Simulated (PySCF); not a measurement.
Two species compared at the same levels of theory.

First species: 3-methylbiphenyl, C₁₃H₁₂.
Bonds: C1–C2, C2–C3 (aromatic), C3–C4 (aromatic), C4–C5 (aromatic), C5–C6 (aromatic), C6–C7, C7–C8 (aromatic), C8–C9 (aromatic), C9–C10 (aromatic), C10–C11 (aromatic), C11–C12 (aromatic), C6–C13 (aromatic), C2–C13 (aromatic), C7–C12 (aromatic). Hydrogens: H14, H15, H16 on C1; H17 on C3; H18 on C4; H19 on C5; H20 on C8; H21 on C9; H22 on C10; H23 on C11; H24 on C12; H25 on C13.

Second species: C13H12.
SMILES: `C=CC1=C[C@@H]2C[C@H]1c1ccccc12`

Levels: PBE0/def2-SVPD for HOMO energy, LUMO energy, HOMO–LUMO gap and static isotropic polarisability; TDDFT PBE0/def2-SVPD for lowest singlet excitation; TDA PBE0/def2-SVPD for lowest triplet excitation (Tamm–Dancoff). Geometries: PBE0-D3(BJ)/def2-SVP. All species are isolated and taken at one optimised geometry, non-relativistic unless stated. Electronic properties by PySCF.

The conformers computed, where there is a choice (atom-mapped SMILES and torsion angles):
- `[CH3:1][c:2]1[cH:3][cH:4][cH:5][c:6](-[c:7]2[cH:8][cH:9][cH:10][cH:11][cH:12]2)[cH:13]1`: C5–C6–C7–C8 142°

The conformers of `C=CC1=C[C@@H]2C[C@H]1c1ccccc12` aren't listed.

```csv
property,column X,column Y
HOMO energy,-6.54 eV,-6.20 eV
LUMO energy,-0.95 eV,-1.05 eV
HOMO–LUMO gap,5.59 eV,5.15 eV
lowest singlet excitation,4.92 eV,4.47 eV
lowest triplet excitation (Tamm–Dancoff),3.53 eV,2.76 eV
static isotropic polarisability,155.2 au,146.5 au
```

Which column belongs to which species?

Column X is the first species and column Y the second. The first has 25 atoms and 90 electrons, the second 25 and 90.

How does each property change from the first species to the second?

HOMO energy +0.34 eV; LUMO energy -0.10 eV; HOMO–LUMO gap -0.44 eV; lowest singlet excitation -0.45 eV; lowest triplet excitation (Tamm–Dancoff) -0.77 eV; static isotropic polarisability -8.7 au.

On the first: The 10 singlets span 4.92 to 6.40 eV, and their oscillator strengths add up to 0.77. The polarisability is 23.00 Å³ as a volume (1 au = 0.148185 Å³), or 1.72 au for each of the 90 electrons.

On the second: The vertical singlet–triplet gap S1 − T1 is 1.71 eV (TDDFT singlet less Tamm–Dancoff triplet; S1: HOMO→LUMO, weight 0.84; T1: HOMO→LUMO, weight 0.81). S1 lies 0.68 eV below the HOMO–LUMO gap; its leading configuration is HOMO→LUMO, weight 0.84.
